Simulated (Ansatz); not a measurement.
```yaml
crystal:
  periodic: [false, false, false]
  atoms:
    - {symbol: B, position_ang: [-0.346068, 1.761916, -0.711410]}
    - {symbol: S, position_ang: [-0.302453, 0.914303, 0.857663]}
    - {symbol: B, position_ang: [0.158429, -0.775839, 0.382141]}
    - {symbol: S, position_ang: [0.316335, -1.981910, 1.681771]}
    - {symbol: H, position_ang: [-0.100173, 1.182691, -1.722072]}
    - {symbol: H, position_ang: [-0.630726, 2.918993, -0.683831]}
    - {symbol: H, position_ang: [0.346089, -1.058537, -0.756978]}
    - {symbol: H, position_ang: [0.650668, -3.018816, 0.896816]}
basis:
  gaussian: {orbitals: x2c-TZVPPall}
hamiltonian: {xc: {name: CCSD(T)}}
scf: {lower_state_search: off}
output: {forces: true}
```

```sh
$ ansatz run in.yaml --threads 2 --pin off --events-out ev --progress --plain --max-ram 4352MiB
```

(1) How does Ansatz answer? (An estimate is asked.)

Results:

(1) Ansatz gave: The program refused the input.
```
Error: YAML parse error: error: line 14 column 19: hamiltonian.xc: no functional is named "CCSD(T)"; the names, which are not case-sensitive, are SVWN5, SPW92, PBE, PBE0, PBEsol, revPBE, revPBE0, RPBE, rPW86-PBE, HSE06, wPBEh, LC-wPBE, HISS, HF, BLYP, B3LYP, B3LYP5, BHLYP, CAM-B3LYP, r2SCAN, r2SCANh, r2SCAN0, r2SCAN50, m-r2SCAN, B97, wB97, wB97X, wB97X-V, B97M-V, wB97M-V, B2PLYP, B2GP-PLYP, PBE0-DH, PBE-QIDH
12 | basis:
13 |   gaussian: {orbitals: x2c-TZVPPall}
14 | hamiltonian: {xc: {name: CCSD(T)}}
15 | scf: {lower_state_search: off}
16 | output: {forces: true}
```

HSE06 is defined as in plane-wave codes.
